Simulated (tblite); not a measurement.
Compound: C4H9GeNO3.
Numbering: `[CH3:1][C:2](=[O:3])[NH:4][GeH:5]1[O:6][CH2:7][CH2:8][O:9]1` (hydrogens: H10, H11, H12 on C1; H13 on N4; H14 on Ge5; H15, H16 on C7; H17, H18 on C8)

Computed with GFN2-xTB (tblite), gas phase: L-BFGS steps from a force-field or distance-geometry start until the largest atomic force falls under 0.01 eV/Å.

Step 12: E = -823.3906 eV
```
atom  x, y, z in Å  |  force x, y, z in eV/Å
C1      3.4282   -0.2669   -0.0293    0.055  -0.074   0.025
C2      2.1104    0.4349    0.1540   -0.091   0.129   0.025
O3      1.9253    1.6178   -0.0508   -0.050   0.066   0.046
N4      1.0718   -0.3131    0.5887   -0.005  -0.059  -0.036
Ge5    -0.5311    0.6320    0.7263    0.006  -0.097  -0.062
O6     -1.2980    1.0766   -0.8199    0.110  -0.106   0.107
C7     -2.2808    0.1125   -1.1531   -0.010  -0.007  -0.012
C8     -2.8519   -0.4539    0.1509   -0.038  -0.029   0.061
O9     -1.7755   -0.6369    1.0443    0.175   0.182   0.017
H10     4.2183    0.4571   -0.1943   -0.001   0.079  -0.021
H11     3.3868   -0.9418   -0.8791   -0.083   0.013  -0.123
H12     3.6587   -0.8622    0.8473    0.033  -0.025   0.149
H13     1.2191   -1.2986    0.7384   -0.151  -0.094   0.052
H14    -0.5132    1.7175    1.7658    0.070  -0.011  -0.135
H15    -3.0333    0.6105   -1.7669   -0.063  -0.035   0.063
H16    -1.8274   -0.7074   -1.7192    0.026   0.040  -0.083
H17    -3.5770    0.2490    0.5703   -0.010   0.049   0.045
H18    -3.3391   -1.4207    0.0150    0.029  -0.023  -0.117
```

Step 13: E = -823.3991 eV
```
atom  x, y, z in Å  |  force x, y, z in eV/Å
C1      3.4229   -0.2637   -0.0277    0.052  -0.095   0.033
C2      2.1053    0.4301    0.1625   -0.109   0.129   0.031
O3      1.9128    1.6123   -0.0350   -0.055   0.196   0.006
N4      1.0690   -0.3213    0.5936    0.051  -0.095  -0.063
Ge5    -0.5248    0.6315    0.7152   -0.004  -0.027   0.041
O6     -1.2927    1.0724   -0.8261    0.081  -0.034   0.027
C7     -2.2820    0.1155   -1.1571   -0.033  -0.048   0.011
C8     -2.8459   -0.4528    0.1510   -0.058  -0.048   0.077
O9     -1.7688   -0.6280    1.0436    0.183   0.126   0.019
H10     4.2138    0.4582   -0.1942   -0.003   0.096  -0.025
H11     3.3718   -0.9355   -0.8784   -0.049  -0.020  -0.133
H12     3.6509   -0.8574    0.8492    0.076  -0.070   0.159
H13     1.2211   -1.3058    0.7390   -0.167  -0.135   0.061
H14    -0.4943    1.7205    1.7512    0.054  -0.018  -0.142
H15    -3.0436    0.6096   -1.7661    0.005  -0.016   0.103
H16    -1.8298   -0.7012   -1.7289   -0.004   0.017  -0.074
H17    -3.5698    0.2472    0.5792   -0.029   0.022  -0.017
H18    -3.3245   -1.4252    0.0174    0.009   0.020  -0.114
```

Step 14: E = -823.4072 eV
```
atom  x, y, z in Å  |  force x, y, z in eV/Å
C1      3.4183   -0.2618   -0.0255    0.020  -0.066   0.036
C2      2.0991    0.4277    0.1713   -0.067   0.075   0.029
O3      1.8993    1.6099   -0.0190   -0.053   0.218  -0.011
N4      1.0668   -0.3310    0.5972    0.081  -0.082  -0.087
Ge5    -0.5183    0.6302    0.7049    0.015   0.047   0.114
O6     -1.2860    1.0672   -0.8317    0.026   0.027  -0.068
C7     -2.2835    0.1176   -1.1604   -0.028  -0.072   0.041
C8     -2.8402   -0.4522    0.1525   -0.031  -0.042   0.065
O9     -1.7594   -0.6169    1.0432    0.106   0.024   0.023
H10     4.2091    0.4609   -0.1946   -0.025   0.070  -0.019
H11     3.3559   -0.9294   -0.8802   -0.008  -0.021  -0.080
H12     3.6446   -0.8537    0.8541    0.099  -0.079   0.102
H13     1.2195   -1.3154    0.7408   -0.155  -0.134   0.054
H14    -0.4746    1.7231    1.7338    0.037  -0.007  -0.127
H15    -3.0538    0.6085   -1.7633    0.066   0.011   0.133
H16    -1.8323   -0.6945   -1.7400   -0.043  -0.006  -0.050
H17    -3.5632    0.2458    0.5879   -0.038  -0.019  -0.072
H18    -3.3100   -1.4295    0.0175   -0.003   0.055  -0.083
```

Q: Estimate the geometry and energy of step 15. (The exact step hangs on the optimiser's Hessian estimate; all steps are aligned on step 14, rigid shifts and turns removed.)

A: E = -823.4127 eV, largest force 0.162 eV/Å
```
atom  x, y, z in Å  |  force x, y, z in eV/Å
C1      3.4159   -0.2616   -0.0234   -0.013  -0.010   0.032
C2      2.0946    0.4284    0.1771    0.004   0.011   0.018
O3      1.8901    1.6113   -0.0089   -0.042   0.127   0.001
N4      1.0662   -0.3383    0.5976    0.059  -0.047  -0.087
Ge5    -0.5139    0.6294    0.6998    0.040   0.075   0.098
O6     -1.2808    1.0635   -0.8360   -0.016   0.044  -0.105
C7     -2.2844    0.1177   -1.1614    0.003  -0.060   0.056
C8     -2.8366   -0.4523    0.1548    0.019  -0.019   0.033
O9     -1.7518   -0.6089    1.0438    0.008  -0.061   0.029
H10     4.2055    0.4638   -0.1952   -0.050   0.024  -0.007
H11     3.3454   -0.9255   -0.8830    0.022   0.002   0.000
H12     3.6427   -0.8526    0.8593    0.093  -0.054   0.012
H13     1.2145   -1.3241    0.7433   -0.122  -0.079   0.032
H14    -0.4614    1.7245    1.7198    0.027   0.029  -0.086
H15    -3.0596    0.6078   -1.7588    0.083   0.036   0.134
H16    -1.8343   -0.6901   -1.7483   -0.070  -0.024  -0.024
H17    -3.5598    0.2448    0.5924   -0.037  -0.048  -0.094
H18    -3.3008   -1.4315    0.0153   -0.010   0.057  -0.042
```

The energy changes by -0.0055 eV. The first-order estimate −F·Δx gives -0.0080 eV and the mean of the old and new forces, exact on a quadratic surface, -0.0055 eV. The step makes an angle of 67° with the force vector and moves no atom by more than 0.019 Å.

What follows is the cost of the whole relaxation. Hardware: Intel Xeon at 2.50 GHz, one thread, shared host with 64 logical CPUs at a one-minute load of 57. Cost: 2.2 s wall.
